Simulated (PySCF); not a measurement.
**Basis-set dependence of population analyses: `ClBC1CC1`**

Compound: C3H6BCl.
Cartesian coordinates in Å at the PBE0-D3(BJ)/def2-SVP level; atoms count from 1:
```
atom  x, y, z in Å
Cl1    2.3882   -0.6105    3.1984
B2     2.1867   -0.3125    1.4712
C3     0.8499    0.2048    0.9260
C4    -0.0039    1.1471    1.7728
C5    -0.4594   -0.2406    1.5761
H6     3.1483   -0.5392    0.7798
H7     0.7946    0.3750   -0.1534
H8    -0.5129    1.9517    1.2361
H9     0.3934    1.4253    2.7527
H10   -1.2946   -0.4315    0.8974
H11   -0.3817   -0.9338    2.4181
```

PBE0 throughout (PySCF), one geometry, spherical d and f functions. Geometry: PBE0-D3(BJ)/def2-SVP, one conformer, isolated molecule. Atoms taken as equivalent share a column and are averaged. The first 7 of 8 kinds of atom are listed.

Mulliken charges (e):

```json
{"basis": "STO-3G", "functions": "35", "Cl1": "-0.202", "B2": "+0.249", "C3": "-0.195", "C4/C5": "-0.160", "H6": "-0.023", "H7": "+0.092", "H8/H10": "+0.098"}
{"basis": "6-31G", "functions": "61", "Cl1": "-0.124", "B2": "+0.159", "C3": "-0.362", "C4/C5": "-0.337", "H6": "+0.023", "H7": "+0.190", "H8/H10": "+0.192"}
{"basis": "pcSseg-0", "functions": "61", "Cl1": "-0.241", "B2": "+0.447", "C3": "-0.759", "C4/C5": "-0.434", "H6": "+0.085", "H7": "+0.274", "H8/H10": "+0.265"}
{"basis": "6-31G*", "functions": "86", "Cl1": "-0.158", "B2": "+0.138", "C3": "-0.277", "C4/C5": "-0.362", "H6": "+0.030", "H7": "+0.189", "H8/H10": "+0.195"}
{"basis": "cc-pVDZ", "functions": "104", "Cl1": "-0.119", "B2": "+0.081", "C3": "-0.122", "C4/C5": "-0.056", "H6": "+0.002", "H7": "+0.029", "H8/H10": "+0.058"}
{"basis": "def2-SVP", "functions": "104", "Cl1": "-0.113", "B2": "+0.102", "C3": "-0.194", "C4/C5": "-0.075", "H6": "-0.003", "H7": "+0.070", "H8/H10": "+0.071"}
{"basis": "aug-cc-pVDZ", "functions": "173", "Cl1": "-0.278", "B2": "-0.478", "C3": "+0.722", "C4/C5": "+0.960", "H6": "+0.603", "H7": "-0.630", "H8/H10": "-0.452"}
{"basis": "6-311+G(2d,p)", "functions": "179", "Cl1": "-0.268", "B2": "+0.246", "C3": "-0.151", "C4/C5": "-0.240", "H6": "+0.025", "H7": "+0.108", "H8/H10": "+0.125"}
{"basis": "def2-TZVP", "functions": "197", "Cl1": "-0.166", "B2": "+0.104", "C3": "-0.196", "C4/C5": "-0.214", "H6": "+0.030", "H7": "+0.120", "H8/H10": "+0.130"}
{"basis": "cc-pVTZ", "functions": "238", "Cl1": "-0.133", "B2": "+0.065", "C3": "-0.113", "C4/C5": "-0.211", "H6": "+0.005", "H7": "+0.117", "H8/H10": "+0.117"}
{"basis": "IGLO-III", "functions": "244", "Cl1": "-0.113", "B2": "+0.238", "C3": "-0.199", "C4/C5": "-0.228", "H6": "-0.063", "H7": "+0.107", "H8/H10": "+0.122"}
```

IAO charges (e):

| basis | functions | Cl1 | B2 | C3 | C4/C5 | H6 | H7 | H8/H10 |
| --- | --- | --- | --- | --- | --- | --- | --- | --- |
| STO-3G | 35 | -0.058 | +0.083 | -0.284 | -0.245 | +0.019 | +0.147 | +0.147 |
| 6-31G | 61 | -0.087 | +0.090 | -0.292 | -0.268 | +0.025 | +0.162 | +0.160 |
| pcSseg-0 | 61 | -0.082 | +0.091 | -0.297 | -0.265 | +0.022 | +0.163 | +0.160 |
| 6-31G* | 86 | -0.092 | +0.111 | -0.291 | -0.253 | +0.015 | +0.154 | +0.153 |
| cc-pVDZ | 104 | -0.087 | +0.103 | -0.290 | -0.255 | +0.018 | +0.155 | +0.154 |
| def2-SVP | 104 | -0.079 | +0.103 | -0.286 | -0.247 | +0.012 | +0.151 | +0.149 |
| aug-cc-pVDZ | 173 | -0.091 | +0.107 | -0.295 | -0.264 | +0.019 | +0.159 | +0.158 |
| 6-311+G(2d,p) | 179 | -0.088 | +0.105 | -0.297 | -0.264 | +0.019 | +0.160 | +0.158 |
| def2-TZVP | 197 | -0.087 | +0.107 | -0.297 | -0.264 | +0.018 | +0.159 | +0.158 |
| cc-pVTZ | 238 | -0.089 | +0.108 | -0.297 | -0.264 | +0.018 | +0.160 | +0.158 |
| IGLO-III | 244 | -0.084 | +0.103 | -0.298 | -0.265 | +0.018 | +0.160 | +0.158 |

Hirshfeld charges (e):

```tsv
basis	functions	Cl1	B2	C3	C4/C5	H6	H7	H8/H10
STO-3G	35	-0.175	+0.221	-0.083	-0.026	-0.061	+0.025	+0.031
6-31G	61	-0.087	+0.145	-0.112	-0.066	-0.053	+0.047	+0.052
pcSseg-0	61	-0.060	+0.142	-0.115	-0.064	-0.058	+0.043	+0.050
6-31G*	86	-0.093	+0.151	-0.110	-0.066	-0.053	+0.047	+0.052
cc-pVDZ	104	-0.066	+0.145	-0.118	-0.070	-0.057	+0.048	+0.052
def2-SVP	104	-0.049	+0.142	-0.121	-0.072	-0.061	+0.048	+0.052
aug-cc-pVDZ	173	-0.058	+0.152	-0.132	-0.084	-0.053	+0.052	+0.058
6-311+G(2d,p)	179	-0.059	+0.149	-0.131	-0.080	-0.054	+0.051	+0.056
def2-TZVP	197	-0.060	+0.150	-0.128	-0.080	-0.054	+0.051	+0.056
cc-pVTZ	238	-0.063	+0.149	-0.125	-0.079	-0.055	+0.050	+0.056
IGLO-III	244	-0.043	+0.147	-0.132	-0.084	-0.056	+0.051	+0.057
```

ESP-fitted charges (e):

```
        basis  functions     Cl1      B2      C3   C4/C5      H6      H7  H8/H10
       STO-3G         35  -0.221  +0.375  -0.169  -0.243  -0.116  +0.092  +0.136
        6-31G         61  -0.202  +0.293  -0.182  -0.297  -0.086  +0.129  +0.165
     pcSseg-0         61  -0.212  +0.388  -0.290  -0.337  -0.108  +0.165  +0.188
       6-31G*         86  -0.144  +0.170  -0.092  -0.301  -0.059  +0.109  +0.159
      cc-pVDZ        104  -0.113  +0.106  -0.045  -0.270  -0.044  +0.091  +0.141
     def2-SVP        104  -0.100  +0.117  -0.062  -0.266  -0.054  +0.094  +0.141
  aug-cc-pVDZ        173  -0.131  +0.157  -0.088  -0.286  -0.056  +0.104  +0.150
6-311+G(2d,p)        179  -0.114  +0.102  -0.048  -0.299  -0.041  +0.099  +0.153
    def2-TZVP        197  -0.114  +0.117  -0.059  -0.295  -0.048  +0.100  +0.152
      cc-pVTZ        238  -0.118  +0.128  -0.065  -0.287  -0.051  +0.099  +0.149
     IGLO-III        244  -0.104  +0.098  -0.042  -0.287  -0.044  +0.093  +0.147
```

**Question.** Which scheme is steadiest as the basis changes?

**Answer.** Largest range over the bases for any column: IAO 0.03 e, Hirshfeld 0.13 e, ESP-fitted 0.29 e, Mulliken 1.48 e. IAO charges move least and Mulliken charges most, counted in e. Without the minimal STO-3G basis the ranges are IAO 0.02, Hirshfeld 0.05, ESP-fitted 0.29, Mulliken 1.48 e.

**Question.** How much do the charges still move between the two largest bases, cc-pVTZ and IGLO-III?

**Answer.** At most, over all atoms: Mulliken 0.173 e, IAO 0.005 e, Hirshfeld 0.020 e, ESP-fitted 0.030 e.

**Question.** What do the same runs give for the total energy, the frontier levels and the dipole moment?

**Answer.** 
```json
{"basis": "STO-3G", "energy (Eh)": "-595.9649", "HOMO (eV)": "-6.71", "LUMO (eV)": "1.21", "μ (D)": "2.01"}
{"basis": "6-31G", "energy (Eh)": "-602.5839", "HOMO (eV)": "-8.26", "LUMO (eV)": "-0.99", "μ (D)": "2.25"}
{"basis": "pcSseg-0", "energy (Eh)": "-601.8099", "HOMO (eV)": "-8.52", "LUMO (eV)": "-1.25", "μ (D)": "2.11"}
{"basis": "6-31G*", "energy (Eh)": "-602.6376", "HOMO (eV)": "-8.17", "LUMO (eV)": "-0.89", "μ (D)": "1.97"}
{"basis": "cc-pVDZ", "energy (Eh)": "-602.6716", "HOMO (eV)": "-8.21", "LUMO (eV)": "-1.03", "μ (D)": "1.77"}
{"basis": "def2-SVP", "energy (Eh)": "-602.4151", "HOMO (eV)": "-8.23", "LUMO (eV)": "-1.01", "μ (D)": "1.64"}
{"basis": "aug-cc-pVDZ", "energy (Eh)": "-602.6811", "HOMO (eV)": "-8.31", "LUMO (eV)": "-1.20", "μ (D)": "1.82"}
{"basis": "6-311+G(2d,p)", "energy (Eh)": "-602.7091", "HOMO (eV)": "-8.33", "LUMO (eV)": "-1.22", "μ (D)": "1.80"}
{"basis": "def2-TZVP", "energy (Eh)": "-602.7212", "HOMO (eV)": "-8.30", "LUMO (eV)": "-1.16", "μ (D)": "1.75"}
{"basis": "cc-pVTZ", "energy (Eh)": "-602.7261", "HOMO (eV)": "-8.30", "LUMO (eV)": "-1.14", "μ (D)": "1.77"}
{"basis": "IGLO-III", "energy (Eh)": "-602.7216", "HOMO (eV)": "-8.30", "LUMO (eV)": "-1.15", "μ (D)": "1.68"}
```

The dipole is fixed by the density alone, so its range of 0.61 D shows that the density itself changes with the basis, not only its division among atoms.
